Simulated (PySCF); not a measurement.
Isomers of C10H10, mass 130.078 u with the commonest isotopes. Method: PBE0-D3(BJ)/def2-SVP geometry optimisation, gas phase in PySCF 2.14.0. One conformer each, none proved a minimum here; rigid rotors.

**Question.** Order these by rotational constant C, largest first.
A. `[CH:1]1=[C:2]([c:3]2[cH:4][cH:5][cH:6][cH:7][cH:8]2)[CH2:9][CH2:10]1` with C1–C2–C3–C4 0°
B. `CC#Cc1ccc(C)cc1`
C. `[CH2:1]=[CH:2][C:3](=[CH2:4])[c:5]1[cH:6][cH:7][cH:8][cH:9][cH:10]1` with C1–C2–C3–C4 180°, C2–C3–C5–C6 90°
D. `[CH2:1]=[CH:2][C:3]1=[CH:4][CH:5]=[CH:6][CH:7]=[CH:8][C:9]1=[CH2:10]` with C1–C2–C3–C4 173°
E. `[CH2:1]=[CH:2][C:3]1=[CH:4]/[CH:5]=[CH:6]\[CH:7]=[CH:8]/[CH:9]=[CH:10]\1` with C1–C2–C3–C4 177°, C3–C4–C5–C6 54°, C5–C6–C7–C8 -54°, C7–C8–C9–C10 57°, C2–C3–C10–C9 125°
F. `[CH2:1]=[CH:2][c:3]1[cH:4][cH:5][c:6]([CH:7]=[CH2:8])[cH:9][cH:10]1` with C1–C2–C3–C4 180°, C5–C6–C7–C8 0°

**Answer.** C (889.6 MHz), D (852.6 MHz), E (829.4 MHz), A (685.4 MHz), F (610.2 MHz), B (529.0 MHz).

**Question.** Order these by radius of gyration √(Σ m r²/M), smallest first.
A. `C[C@H]1C=Cc2ccccc21` (1-methyl-1H-indene)
B. `[CH2:1]=[CH:2][C:3]1=[CH:4][CH:5]=[CH:6][CH:7]=[CH:8][C:9]1=[CH2:10]` with C1–C2–C3–C4 173°
C. `CC#Cc1ccc(C)cc1`
D. `[CH2:1]=[CH:2][c:3]1[cH:4][cH:5][c:6]([CH:7]=[CH2:8])[cH:9][cH:10]1` with C1–C2–C3–C4 180°, C5–C6–C7–C8 0° (p-divinylbenzene)
E. `[CH2:1]=[CH:2][C:3](=[CH2:4])[c:5]1[cH:6][cH:7][cH:8][cH:9][cH:10]1` with C1–C2–C3–C4 180°, C2–C3–C5–C6 90°
F. `CC#C[C@H]1[C@H]2C=C[C@@H]1C=C2`
G. `[CH:1]1=[C:2]([c:3]2[cH:4][cH:5][cH:6][cH:7][cH:8]2)[CH2:9][CH2:10]1` with C1–C2–C3–C4 0°

**Answer.** A (2.122 Å), B (2.197 Å), E (2.247 Å), F (2.293 Å), G (2.386 Å), D (2.523 Å), C (2.715 Å).

**Question.** Order these by out-of-plane moment Σ m c² = (Ia + Ib − Ic)/2, smallest first.
A. `CC#C[C@H]1[C@H]2C=C[C@@H]1C=C2`
B. `[CH2:1]=[CH:2][c:3]1[cH:4][cH:5][c:6]([CH:7]=[CH2:8])[cH:9][cH:10]1` with C1–C2–C3–C4 180°, C5–C6–C7–C8 0° (p-divinylbenzene)
C. `[CH2:1]=[CH:2][C:3]1=[CH:4][CH:5]=[CH:6][CH:7]=[CH:8][C:9]1=[CH2:10]` with C1–C2–C3–C4 173°
D. `[CH:1]1=[C:2]([c:3]2[cH:4][cH:5][cH:6][cH:7][cH:8]2)[CH2:9][CH2:10]1` with C1–C2–C3–C4 0°
E. 1-methyl-1H-indene, `c1cccc2C=C[C@H](C)c12`
F. `[CH2:1]=[CH:2][C:3](=[CH2:4])[c:5]1[cH:6][cH:7][cH:8][cH:9][cH:10]1` with C1–C2–C3–C4 180°, C2–C3–C5–C6 90°
G. `[CH2:1]=[CH:2][C:3]1=[CH:4]/[CH:5]=[CH:6]\[CH:7]=[CH:8]/[CH:9]=[CH:10]\1` with C1–C2–C3–C4 177°, C3–C4–C5–C6 54°, C5–C6–C7–C8 -54°, C7–C8–C9–C10 57°, C2–C3–C10–C9 125°

**Answer.** B (0.00 u·Å²), D (3.22 u·Å²), E (14.25 u·Å²), C (35.28 u·Å²), G (36.78 u·Å²), A (69.67 u·Å²), F (88.46 u·Å²).

```
                        SMILES  point group  Ia (u·Å²)  Ib (u·Å²)  Ic (u·Å²)      κ  μa (D)  μb (D)  μc (D)
             C=CC1=CC=CC=CC1=C           C1     216.28     447.06     592.78  -0.63    0.27    0.16    0.27
              C=CC(=C)c1ccccc1           Cs     204.40     540.60     568.08  -0.94    0.06    0.07    0.00
         C=CC1=C/C=C\C=C/C=C\1           C1     210.68     472.24     609.35  -0.69    0.29    0.00    0.03
             C1=C(c2ccccc2)CC1           Cs     128.43     615.36     737.34  -0.92    0.05    0.09    0.00
              C=Cc1ccc(C=C)cc1          C2h     106.45     721.84     828.29  -0.96    0.00    0.00    0.00
               CC#Cc1ccc(C)cc1            –      94.45     867.26     955.33  -0.98    0.03    0.01    0.06
CC#C[C@H]1[C@H]2C=C[C@@H]1C=C2      near Cs     150.55     602.80     614.01  -0.99    0.33    0.17    0.00
           C[C@H]1C=Cc2ccccc21           C1     194.76     404.98     571.24  -0.58    0.71    0.25    0.07
```
